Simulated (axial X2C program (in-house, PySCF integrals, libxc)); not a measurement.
How long does AlAg take?

A bond scan computed with an axial X2C code built on PySCF integrals. Basis: Ag dyall-cv3z [12s12p8d5f3g], Al dyall-v3z [8s8p2d1f] (cores contracted in-house).

The run was started with this input:
```json
{
 "zs": [
  47,
  13
 ],
 "q": 0,
 "bas": [
  "dyall-cv3z",
  "dyall-v3z"
 ],
 "levels": [
  "PBE0",
  "HF",
  "M06"
 ],
 "cc": true,
 "r0": 2.54,
 "thr": -2.0,
 "nmax": 90,
 "npts": 10,
 "nst": 2,
 "ntry": 6
}
```
```bash
python so2c.py task.json out
```

Keys: zs atomic numbers; q charge; bas basis sets; levels methods; cc coupled cluster on or off; r0 starting distance in Å; thr threshold in hartree for freezing inner shells (an s shell follows its p shell); nmax most natural virtual spinors; npts points on the curve; nst determinants followed; ntry starts of the search. HF also brings MP2.

Hardware: 1 thread of AMD EPYC 9B45 (Zen 5), with other jobs on the host.

Wall time of one point of each curve, integrals apart:

```csv
Hamiltonian,level,points,seconds a point
spin-free,PBE0,10,0.39
spin-free,HF,10,0.2
spin-free,"CCSD(T) (14 electrons, 88 virtuals)",7,3.1
spin-free,M06,10,0.66
2c,PBE0,10,0.54
2c,HF,10,0.38
2c,"CCSD(T) (14 electrons, 90 virtuals)",7,3.7
2c,M06,10,0.84
```

The rest:

Search with its distance optimisation 11 s, atoms 5.4 s, whole task 110 s. Coupled cluster runs on the points near the minimum only. The program drops outer points, and coupled cluster, when its time limit (not in the input) nears; MP2, further determinants and curves that did not converge are not in the table.
